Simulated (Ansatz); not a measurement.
A nudged elastic band was laid between two geometries of C₂H₈AlFOSi (14 atoms, charge 0, multiplicity 1).

The calculation used Ansatz, RKS r2SCAN-D4/STO-3G.

```json
{
 "movable images": "9",
 "climbing image": "yes",
 "spring": "5.0 eV/Å²",
 "optimiser": "quadratic models (default)",
 "start path": "through a guess of the saddle point",
 "force threshold": "0.03 eV/Å",
 "iteration limit": "26",
 "end points": "relaxed"
}
```

First end point:

```xyz
14
Properties=species:S:1:pos:R:3
C -1.214 -1.559 -1.116
O -2.064 -0.780 -0.232
Al -1.188 0.120 0.927
F -2.165 0.969 1.911
C 0.713 0.178 1.043
Si 1.523 1.444 -0.072
H -0.439 -0.964 -1.652
H -0.679 -2.392 -0.604
H -1.853 -2.026 -1.896
H 1.132 -0.807 0.803
H 1.014 0.393 2.076
H 1.190 1.182 -1.456
H 1.050 2.772 0.249
H 2.966 1.440 0.049
```

Last end point:

```xyz
14
Properties=species:S:1:pos:R:3
C -0.986 -1.646 -0.785
O -1.425 -0.150 -0.983
Al -0.787 -0.589 0.771
F -2.112 -0.507 1.727
C 0.858 0.281 1.185
Si 1.500 1.387 -0.179
H -0.180 -1.810 -1.521
H -1.837 -2.301 -1.035
H -2.446 -0.206 -0.960
H 1.632 -0.463 1.410
H 0.749 0.882 2.096
H 1.720 0.632 -1.394
H 0.548 2.436 -0.475
H 2.753 2.024 0.173
```

Q: Which bonds break or form, and what moves?

A: Bonds broken: C1–H9. Bonds formed: O2–H9.

Q: Give the energies along the band, and the barrier.

A: The run ended unconverged. The highest image is number 6 of 0 to 10, 353.9 kJ/mol above the first end and 256.0 kJ/mol above the last; the last end lies 97.8 kJ/mol above the first. The band didn't meet its force threshold, so its energies are provisional: the largest band force was still 0.12 eV/Å, and over the last iterations the top stayed at 3.67 eV. The orbitals stay closed-shell, which can raise the energy where a bond breaks towards radicals; this wasn't checked here. Limits of this set-up: minimal basis.

```json
{"image": "0", "path coordinate (Å)": "0.00", "energy (kJ/mol)": "0.0", "C1–H9 (Å)": "1.11", "O2–H9 (Å)": "2.09"}
{"image": "1", "path coordinate (Å)": "0.77", "energy (kJ/mol)": "0.7", "C1–H9 (Å)": "1.11", "O2–H9 (Å)": "2.09"}
{"image": "2", "path coordinate (Å)": "1.54", "energy (kJ/mol)": "2.0", "C1–H9 (Å)": "1.11", "O2–H9 (Å)": "2.10"}
{"image": "3", "path coordinate (Å)": "2.32", "energy (kJ/mol)": "8.8", "C1–H9 (Å)": "1.11", "O2–H9 (Å)": "2.10"}
{"image": "4", "path coordinate (Å)": "3.09", "energy (kJ/mol)": "23.2", "C1–H9 (Å)": "1.11", "O2–H9 (Å)": "2.09"}
{"image": "5", "path coordinate (Å)": "3.86", "energy (kJ/mol)": "89.2", "C1–H9 (Å)": "1.08", "O2–H9 (Å)": "1.87"}
{"image": "6", "path coordinate (Å)": "4.63", "energy (kJ/mol)": "353.9", "C1–H9 (Å)": "1.24", "O2–H9 (Å)": "1.26"}
{"image": "7", "path coordinate (Å)": "5.25", "energy (kJ/mol)": "173.3", "C1–H9 (Å)": "1.86", "O2–H9 (Å)": "1.00"}
{"image": "8", "path coordinate (Å)": "5.86", "energy (kJ/mol)": "111.6", "C1–H9 (Å)": "2.07", "O2–H9 (Å)": "1.02"}
{"image": "9", "path coordinate (Å)": "6.46", "energy (kJ/mol)": "98.1", "C1–H9 (Å)": "2.06", "O2–H9 (Å)": "1.02"}
{"image": "10", "path coordinate (Å)": "7.05", "energy (kJ/mol)": "97.8", "C1–H9 (Å)": "2.06", "O2–H9 (Å)": "1.02"}
```

Run time: 17 min on 1 thread of Intel(R) Xeon(R) Processor @ 2.70GHz, with other jobs on the host, peak memory 0.15 GiB.
